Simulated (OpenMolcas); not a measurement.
**V II: effect of the active space**

```
Program             : OpenMolcas
Method              : SS-CASPT2, IPEA 0.25 Eh, imaginary shift 0.1 Eh
Basis               : ANO-RCC-VTZP
Scalar Hamiltonian  : DKH2, point nucleus
Spin-orbit coupling : RASSI with atomic mean-field integrals over the reference wave functions, term energies averaged over their components
```

A. 4 electrons in 5 orbitals (3d); 2S+1 = 5 even, 5 roots; 2S+1 = 3 even, 45 roots; 2S+1 = 1 even, 50 roots (44 in the spin-orbit step); closed shells correlated: 3s 3p; CASPT2 step of the order of 22 core-seconds
B. 4 electrons in 6 orbitals (3d 4s); 2S+1 = 5 even, 15 roots; 2S+1 = 3 even, 80 roots; 2S+1 = 1 even, 70 roots; closed shells correlated: 3s 3p; CASPT2 step about 40 core-seconds
C. 4 electrons in 11 orbitals (3d 4s 4d); 2S+1 = 5 even, 15 roots; 2S+1 = 3 even, 49 roots kept (CI in the orbitals of an earlier block); 2S+1 = 1 even, 9 roots kept (CI in the orbitals of an earlier block); closed shells correlated: 3s 3p; CASPT2 step of the order of 18 core-minutes

Energies in cm⁻¹ above 3d⁴ ⁵D₀, the measured ground level; measured values from NIST Handbook of Basic Atomic Spectroscopic Data.

```tsv
Level	A	B	C	Measured
3d⁴ ⁵D₀	0.0	0.0	0.0	0.0
3d⁴ ⁵D₁	39.6	42.8	39.1	36.0
3d⁴ ⁵D₂	117	127	116	107
3d⁴ ⁵D₃	231	250	229	209
3d⁴ ⁵D₄	376	409	375	339
3d⁴ ³H₄	12240	13310	13200	
3d⁴ ³H₅	12320	13410	13280	
3d⁴ ³H₆	12410	13500	13390
```

Deviations, from unrounded energies. A percentage is the sum of absolute deviations over the sum of measured energies, with the sign that they share, or ± where signs differ.

```tsv
Against measurement	Levels	A	B	C
mean absolute deviation (cm-1)	4	18	35	17
fine structure of the ground term (%)	4	+10.6	+20.0	+10.0
```

A, C lie about equally close to measurement and B furthest from it. The largest miss of C in the table is 3d⁴ ⁵D₄, by +36 cm-1. The ranking rests on the paired levels alone, and a cruder setting can come out closer through cancelling errors.

The spin-orbit steps hold different terms of 3d⁴ (B lacks a ¹G, a ³F, a ³P; C lacks among others ¹D, ¹F, ¹G, ¹I, ¹S), which shifts levels as well.

The two smallest mean deviations differ by little beside CASPT2's spread within terms, so their order carries little weight.

Among A to C the level of the table that moves most is 3d⁴ ³H₆, by 1100 cm-1 (lowest in A, highest in B). Moves below CASPT2's spread within the term are not significant.

CASPT2 breaks the degeneracy within a term, and the mean is taken; among the terms shown or strongly mixed into the levels shown the widest spread is 290 cm-1 (3d⁴ ³H, B). Some high roots are left out of the spin-orbit mixing, which shifts the levels that they would mix with (holds for A). Configurations are named by rounded mean occupations; where the s occupation lies near a half they are strongly mixed, a name can repeat and a true partner stay unpaired (holds for B). Terms from blocks run as CI alone lack orbitals of their own (holds for C). Active for correlation alone: 4d; no level in the range computed is led by a configuration that fills it, so any true level of that kind is missing (holds for C). Computed and measured levels are paired by configuration, term and J; levels that our copy of the source lacks, or whose pairing is in doubt (as where it misses far off the trend of its configuration), stay unpaired and out of the deviations. Only configurations of the active space appear. Levels that lie high or do not pair safely by name in every column are left out.
